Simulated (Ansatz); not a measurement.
Ansatz (an electronic-structure program) input file for CdH3NSe, SMILES [SeH][Cd][NH2], PBE-D3(BJ)/def2-SVP. 

Ansatz 0.2 input:
```yaml
crystal:
  periodic: [false, false, false]
  atoms:
    - {symbol: Cd, position_ang: [-0.01474157, -0.73409960, 0.00000000]}
    - {symbol: N, position_ang: [0.14239193, -2.75663559, -0.00000000]}
    - {symbol: H, position_ang: [-0.28701097, -3.19352826, -0.81755491]}
    - {symbol: H, position_ang: [-0.28701098, -3.19352826, 0.81755489]}
    - {symbol: Se, position_ang: [0.05031298, 1.73857137, -0.00000000]}
    - {symbol: H, position_ang: [-1.42576775, 1.80886006, -0.00000001]}
basis:
  gaussian:
    orbitals: def2-SVP
hamiltonian:
  xc: pbe
  dispersion: d3bj
relax: {f_tol: 0.002, max_steps: 200}
```

Output:

```
WARN ansatz: RAYON_NUM_THREADS=1 ignored (pool sized by the plan → 1); use --threads N
Functional definition: PBE
integrals: 0.04 GiB planned
1000 factors; their error is unknown
mean field: 0.22 GiB planned
mean field evaluation 1: about -71421.8583 eV, gradient 7.0e1 eV
mean field evaluation 2: about -71340.7395 eV, gradient 1.5e2 eV
mean field evaluation 4: about -71431.1467 eV, gradient 2.4e1 eV
mean field evaluation 8: about -71432.7281 eV, gradient 1.4e-1 eV
mean field evaluation 16: about -71432.6179 eV, gradient 1.3e-3 eV
mean field -71432.61793709 eV, -2625.1002904206 hartree, gradient 1.6e-5 eV, S^2 0.000000; 0 other end points of the search recorded, 0 dependent functions left out
the calculation of the forces begins
reference -71432.61797635 eV, -2625.1002918634 hartree; 32, 32 occupied and 60, 60 virtual orbitals, 1000 factors
relax step   1: F+E_penalty+E_count = -71432.73010977 eV  Δ(F+E_penalty+E_count) = +0.000e0 eV  max|allowed force component| = 3.383e-1 eV/Å  Δτ_max = 0.0000 Å  (30 SCF iters, accepted)
these checks for a lower state are left out or cut short: starts, cluster_reference, orbital_swaps, neighbouring_geometries, increment
integrals: 0.04 GiB planned
1000 factors; their error is unknown
mean field: 0.22 GiB planned
mean field -71432.62219927 eV, -2625.1004470527 hartree, gradient 2.4e-5 eV, S^2 0.000000; 0 other end points of the search recorded, 0 dependent functions left out
the calculation of the forces begins
reference -71432.62223856 eV, -2625.1004484968 hartree; 32, 32 occupied and 60, 60 virtual orbitals, 1000 factors
relax step   2: F+E_penalty+E_count = -71432.73471720 eV  Δ(F+E_penalty+E_count) = -4.607e-3 eV  max|allowed force component| = 1.337e-1 eV/Å  Δτ_max = 0.0301 Å  (30 SCF iters, accepted)
these checks for a lower state are left out or cut short: starts, cluster_reference, orbital_swaps, neighbouring_geometries, increment
integrals: 0.04 GiB planned
1000 factors; their error is unknown
mean field: 0.22 GiB planned
mean field evaluation 32: about -71432.6234 eV, gradient 1.4e-1 eV
mean field -71432.62340504 eV, -2625.1004913640 hartree, gradient 2.5e-5 eV, S^2 0.000000; 0 other end points of the search recorded, 0 dependent functions left out
the calculation of the forces begins
reference -71432.62344437 eV, -2625.1004928093 hartree; 32, 32 occupied and 60, 60 virtual orbitals, 1000 factors
relax step   3: F+E_penalty+E_count = -71432.73582174 eV  Δ(F+E_penalty+E_count) = -1.105e-3 eV  max|allowed force component| = 3.352e-2 eV/Å  Δτ_max = 0.0118 Å  (30 SCF iters, accepted)
these checks for a lower state are left out or cut short: starts, cluster_reference, orbital_swaps, neighbouring_geometries, increment
integrals: 0.04 GiB planned
1000 factors; their error is unknown
mean field: 0.22 GiB planned
mean field -71432.62303484 eV, -2625.1004777593 hartree, gradient 2.5e-5 eV, S^2 0.000000; 0 other end points of the search recorded, 0 dependent functions left out
the calculation of the forces begins
reference -71432.62307421 eV, -2625.1004792062 hartree; 32, 32 occupied and 60, 60 virtual orbitals, 1000 factors
relax step   4: F+E_penalty+E_count = -71432.73530291 eV  Δ(F+E_penalty+E_count) = +5.188e-4 eV  max|allowed force component| = 1.823e-1 eV/Å  Δτ_max = 0.0104 Å  (31 SCF iters, rejected (line search))
these checks for a lower state are left out or cut short: starts, cluster_reference, orbital_swaps, neighbouring_geometries, increment
integrals: 0.04 GiB planned
1000 factors; their error is unknown
mean field: 0.22 GiB planned
mean field -71432.62370278 eV, -2625.1005023059 hartree, gradient 2.5e-5 eV, S^2 0.000000; 0 other end points of the search recorded, 0 dependent functions left out
the calculation of the forces begins
reference -71432.62374213 eV, -2625.1005037519 hartree; 32, 32 occupied and 60, 60 virtual orbitals, 1000 factors
relax step   5: F+E_penalty+E_count = -71432.73608577 eV  Δ(F+E_penalty+E_count) = -2.640e-4 eV  max|allowed force component| = 1.800e-2 eV/Å  Δτ_max = 0.0051 Å  (31 SCF iters, accepted)
these checks for a lower state are left out or cut short: starts, cluster_reference, orbital_swaps, neighbouring_geometries, increment
integrals: 0.04 GiB planned
1000 factors; their error is unknown
mean field: 0.22 GiB planned
mean field -71432.62375396 eV, -2625.1005041865 hartree, gradient 2.5e-5 eV, S^2 0.000000; 0 other end points of the search recorded, 0 dependent functions left out
the calculation of the forces begins
reference -71432.62379332 eV, -2625.1005056331 hartree; 32, 32 occupied and 60, 60 virtual orbitals, 1000 factors
relax step   6: F+E_penalty+E_count = -71432.73614195 eV  Δ(F+E_penalty+E_count) = -5.618e-5 eV  max|allowed force component| = 4.508e-3 eV/Å  Δτ_max = 0.0037 Å  (31 SCF iters, accepted)
these checks for a lower state are left out or cut short: starts, cluster_reference, orbital_swaps, neighbouring_geometries, increment
integrals: 0.04 GiB planned
1000 factors; their error is unknown
mean field: 0.22 GiB planned
mean field evaluation 64: about -71432.6237 eV, gradient 2.6e-5 eV
mean field -71432.62374854 eV, -2625.1005039873 hartree, gradient 1.2e-5 eV, S^2 0.000000; 0 other end points of the search recorded, 0 dependent functions left out
the calculation of the forces begins
reference -71432.62378790 eV, -2625.1005054340 hartree; 32, 32 occupied and 60, 60 virtual orbitals, 1000 factors
relax step   7: F+E_penalty+E_count = -71432.73614300 eV  Δ(F+E_penalty+E_count) = -1.056e-6 eV  max|allowed force component| = 4.576e-3 eV/Å  Δτ_max = 0.0015 Å  (24 SCF iters, accepted)
these checks for a lower state are left out or cut short: starts, cluster_reference, orbital_swaps, neighbouring_geometries, increment
integrals: 0.04 GiB planned
1000 factors; their error is unknown
mean field: 0.22 GiB planned
mean field -71432.62375367 eV, -2625.1005041759 hartree, gradient 1.4e-5 eV, S^2 0.000000; 0 other end points of the search recorded, 0 dependent functions left out
the calculation of the forces begins
reference -71432.62379304 eV, -2625.1005056226 hartree; 32, 32 occupied and 60, 60 virtual orbitals, 1000 factors
relax step   8: F+E_penalty+E_count = -71432.73614392 eV  Δ(F+E_penalty+E_count) = -9.229e-7 eV  max|allowed force component| = 7.636e-4 eV/Å  Δτ_max = 0.0004 Å  (22 SCF iters, accepted)
integrals: 0.04 GiB planned
1000 factors; their error is unknown
mean field: 0.22 GiB planned
mean field evaluation 96: about -71432.6238 eV, gradient 1.9e-5 eV
mean field -71432.62375367 eV, -2625.1005041759 hartree, gradient 1.4e-5 eV, S^2 0.000000; 1 other end points of the search recorded, 0 dependent functions left out
the calculation of the forces begins
reference -71432.62379304 eV, -2625.1005056226 hartree; 32, 32 occupied and 60, 60 virtual orbitals, 1000 factors
Total energy: -71432.73618329 eV, -2625.1046358884 hartree
Atom 0 at    -0.010129    -0.734812    -0.000000 Å, force    -0.000764    -0.000232     0.000000 eV/Å
Atom 1 at     0.166440    -2.760853     0.000000 Å, force     0.000328    -0.000671    -0.000000 eV/Å
Atom 2 at    -0.301892    -3.174754    -0.819482 Å, force     0.000083     0.000513    -0.000436 eV/Å
Atom 3 at    -0.301892    -3.174754     0.819482 Å, force     0.000083     0.000513     0.000436 eV/Å
Atom 4 at     0.055894     1.732306    -0.000000 Å, force     0.000345    -0.000107    -0.000000 eV/Å
Atom 5 at    -1.430248     1.782506    -0.000000 Å, force    -0.000075    -0.000015    -0.000000 eV/Å
Dipole moment:    -0.349350    -0.284370     0.000000 e Å
```

The run converged.
